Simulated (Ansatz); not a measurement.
Mulliken charges of Cl$_{2}$H$_{4}$SSi$_{2}$ (`Cl[SiH2]S[SiH2]Cl`) from r2SCAN/def2-TZVPP in Ansatz (PBE0-D4/def2-TZVP geometry).

| atom | x (Å) | y (Å) | z (Å) | charge (e) |
| --- | --- | --- | --- | --- |
| Cl1 | -3.330 | -0.980 | -0.303 | -0.227 |
| Si2 | -1.464 | -0.180 | -0.531 | 0.478 |
| S3 | -0.267 | -0.955 | 1.057 | -0.291 |
| Si4 | 1.539 | 0.053 | 0.575 | 0.484 |
| Cl5 | 1.489 | 2.036 | 1.099 | -0.236 |
| H6 | -1.566 | 1.293 | -0.453 | -0.046 |
| H7 | -0.923 | -0.602 | -1.843 | -0.055 |
| H8 | 1.790 | 0.002 | -0.883 | -0.054 |
| H9 | 2.606 | -0.611 | 1.350 | -0.053 |

Task: By hand: the dipole of these point charges (1 e Å = 4.8032 D).

Result: Σ q r = (0.415, -0.035, -0.375) e Å, of length 0.560 e Å = 2.69 D.

Task: How does the dipole of the full density compare? (Estimate.)

Result: Ansatz gave: (0.209, -0.034, -0.180) e Å, 1.33 D; the point charges give 2.02 times that, at 4° from its direction.

Point charges leave out the atoms' own dipoles, such as those of lone pairs, and Mulliken's split depends on the basis, so the two needn't agree.
